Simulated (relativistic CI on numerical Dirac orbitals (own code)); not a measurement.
## Sensitivity of the levels of La35+ to α and to the nuclear radius

Calculated at this level of theory: Dirac-Coulomb-Breit CI, orbitals from a KLI potential per configuration, derivatives by finite differences, unscaled Slater integrals, QED left out (own radial code, finite nucleus).

CI space (outside the closed core [Ne] 3s2): 3p⁶3d⁴, 3p⁵3d⁵, 3p⁶3d³4p, 3p⁶3d²4s4p, 3p⁶3d²4s², 3p⁶3d4s²4p. Double excitations out of closed p, d and f shells are left out; levels of such configurations are missing from the list, as are those of other unlisted configurations, and high levels can miss mixing partners.

With x = (α/α₀)² − 1 an excitation energy changes as ω = ω₀ + qx; K = 2q/ω₀ is the relative enhancement. Terms are leading LS components, so labels can repeat. The field-shift factor is F = δν/δ⟨r²⟩ for the transition from the lowest level.

Lowest level 3p⁶3d⁴ ³P0.

| Level | ω₀ (cm⁻¹) | q (cm⁻¹) | F (GHz/fm²) |
| --- | --- | --- | --- |
| 3p⁶3d⁴ ⁵D1 | 110516 | 158900 | 1.61 |
| 3p⁶3d⁴ ⁵D2 | 170747 | 205100 | 2.16 |
| 3p⁶3d⁴ ³F4 | 184284 | 157900 | 1.81 |
| 3p⁶3d⁴ ⁵D3 | 197979 | 202000 | 2.2 |
| 3p⁶3d⁴ ⁵D0 | 283481 | 303400 | 3.26 |
| 3p⁶3d⁴ ⁵D4 | 293222 | 311100 | 3.36 |
| 3p⁶3d⁴ ³F2 | 311744 | 266600 | 3.03 |
| 3p⁶3d⁴ ³G3 | 313937 | 291200 | 3.24 |
| 3p⁶3d⁴ ³H5 | 334054 | 303000 | 3.41 |
| 3p⁶3d⁴ ³H6 | 350073 | 303300 | 3.46 |
| 3p⁶3d⁴ ³P1 | 353145 | 322200 | 3.6 |
| 3p⁶3d⁴ ³G4 | 381672 | 312400 | 3.6 |
| 3p⁶3d⁴ ³D2 | 392978 | 314400 | 3.64 |

At this charge energies of transitions that change n are usually good to better than 1 %, and those within a shell (Δn = 0) to a few per cent. Terms inside the open d or f shell come out 10 to 20 % too wide with unscaled integrals.

Task: Which transition from the lowest level has the largest |K|?

Result: 3p⁶3d⁴ ⁵D1 at 110516 cm⁻¹, K = 2.88.
